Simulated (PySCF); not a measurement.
BH3N, SMILES B[NH], multiplicity 2. Geometry: B3LYP-D3(BJ)/def2-TZVP. The isomer is the one that the SMILES or the coordinates give; other isomers of the formula were not compared.

These are B3LYP-D3(BJ)/def2-TZVP in PySCF values and carry that method's errors.

Harmonic wavenumbers (cm⁻¹): 127, 309, 757, 919, 1078, 1393, 2460, 2540, 3753. Rotational constants (GHz): 225.6, 30.02, 26.49; symmetry number 1.

Problem. Work out the zero-point energy and the ideal-gas rigid-rotor harmonic-oscillator thermochemistry at 298.15 K and 1 atm.

Solution. ZPE = ½ Σ hcν = ½ × 13336 cm⁻¹ = 79.77 kJ/mol. H − E(el) = 93.02 kJ/mol. Entropy in J/(mol K): translation 150.23, rotation 75.87, vibration 20.19, spin 5.76, total 252.05. G − E(el) = 17.87 kJ/mol. Cp = 54.99 J/(mol K). Modes under 150 cm⁻¹ make the vibrational entropy uncertain.
